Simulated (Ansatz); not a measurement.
`NB(Cl)CO`, charge 0, multiplicity 1.

Question: Give a relaxed structure at PBE0-D4/def2-TZVP (Ansatz). (Estimate.)

Answer: The calculation gave: 
Cartesian coordinates in Å:
```
N 0.499 -1.269 0.667
B -0.508 -0.602 -0.006
Cl -2.093 -1.373 -0.230
C -0.267 0.839 -0.596
O 0.997 1.395 -0.236
H 0.412 -2.197 1.041
H 1.412 -0.850 0.740
H -1.092 1.517 -0.339
H -0.280 0.779 -1.690
H 0.920 1.759 0.649
```
This is one stationary point; other conformers may exist.
